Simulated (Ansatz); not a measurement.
Z-matrix (Å, degrees):
```
Si
Si 1 2.349
O 1 1.649 2 108.5
H 1 1.490 2 108.1 3 121.9
H 1 1.483 2 112.3 3 -117.8
Cl 2 2.078 1 104.0 3 -42.4
H 2 1.485 1 114.2 3 73.8
H 2 1.485 1 114.4 3 -159.6
H 3 0.960 1 116.5 2 44.0
```

Charge 0, multiplicity 1.

**Question.** List the r2SCAN/def2-TZVPP orbital energies in eV (Ansatz). (An estimate is asked.)

**Answer.** The calculation gave: Occupied: -2753.49, -1791.95, -1791.67, -516.12, -254.88, -193.42, -193.28, -193.28, -142.35, -142.06, -97.28, -97.18, -97.16, -96.94, -96.91, -96.89, -26.67, -21.59, -14.90, -13.78, -11.87, -10.25, -9.96, -9.75, -9.46, -8.76, -8.12, -8.03, -7.01. Lowest empty: -1.54, -0.60, 0.33, 0.64, 0.94, 1.47, 1.82, 2.35.
